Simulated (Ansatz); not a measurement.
Program: Ansatz. Geometries: PBE0-D4/def2-TZVP. ΔE: electronic, gas phase. CCSD(T)/CBS adds triple-zeta CCSD(T) − MP2 to the extrapolated MP2 energy (def2 sets, frozen cores). Functionals use def2-TZVPP. B3LYP here is the variant with VWN-RPA as its local correlation; programs differ in this. For As outer-core shells are correlated without core-valence functions, which leaves a few kJ/mol of doubt a bond. Scalar relativity is left out up to krypton.

`CC#CC=O` + `[SiH3][AsH2]` → `C[AsH][SiH3]` + `C#CC=O`  (substitution at a C–C bond)

`CC#CC=O`:

```xyz
9

C    -0.779   -1.142   -1.176
C    -0.152   -0.238   -0.239
C     0.389    0.509    0.537
C     0.979    1.425    1.474
O     2.144    1.430    1.780
H    -1.729   -1.511   -0.782
H    -0.134   -1.997   -1.389
H    -0.985   -0.627   -2.118
H     0.269    2.152    1.913
```

`[SiH3][AsH2]`:

Cartesian coordinates in Å:
```
Si 0.354 0.415 0.667
As -1.089 -0.991 -0.572
H 1.023 -0.407 1.708
H -0.471 1.456 1.334
H 1.389 1.078 -0.168
H 0.078 -1.620 -1.320
H -1.284 0.068 -1.649
```

`C[AsH][SiH3]`:

Z-matrix (Å, degrees):
```
C
As 1 1.980
H 1 1.089 2 112.6
H 1 1.090 2 108.4 3 121.4
H 1 1.090 2 108.2 3 -121.1
Si 2 2.360 1 96.1 3 46.4
H 2 1.525 1 96.2 3 -46.2
H 6 1.487 2 109.8 1 -168.6
H 6 1.488 2 108.4 1 72.7
H 6 1.489 2 112.3 1 -46.9
```

`C#CC=O`:

```xyz
6

C    -0.168    0.850   -1.264
C    -0.023    0.207   -0.259
C     0.123   -0.615    0.918
O     0.626   -0.235    1.943
H    -0.287    1.435   -2.147
H    -0.270   -1.643    0.809
```

(1) Is it downhill or uphill in electronic energy at CCSD(T)/CBS, and by how much? (Best estimate.)

(2) What do these levels give: PBE-D4, PBE0-D4, B3LYP-D4, ωB97M-V, B2PLYP, revPBE, PBE0, BHLYP, LC-ωPBE, CCSD(T)/def2-SVP, SCS-MP2/def2-TZVPP, CCSD/CBS(def2)? (An estimate is asked.)

Largest T1 diagnostic among the species: 0.016.

## Answers

(1) Computed: Uphill: ΔE = +18.9 kJ/mol.

(2) Ansatz gave: PBE-D4 30.3, PBE0-D4 30.5, B3LYP-D4 26.9, ωB97M-V 23.6, B2PLYP 25.5, revPBE 31.7, PBE0 32.9, BHLYP 31.3, LC-ωPBE 30.2, CCSD(T)/def2-SVP 34.2, SCS-MP2/def2-TZVPP 17.4, CCSD/CBS(def2) 20.3 kJ/mol.

At CCSD(T), def2-SVP lies +15.3 kJ/mol from the extrapolated value and def2-TZVPP −1.0 kJ/mol. In def2-TZVPP, CCSD(T) changes the Hartree–Fock value by −11.6 kJ/mol (the triples alone add −1.4 kJ/mol) and MP2 by −12.2 kJ/mol. Leaving LDA and LC-ωPBE aside and taking each functional with its dispersion term where it has one, the values, not all of them listed here, spread over 8.3 kJ/mol, from ωB97M-V to B97M-V. LDA lies +8.6 kJ/mol from PBE without D4.
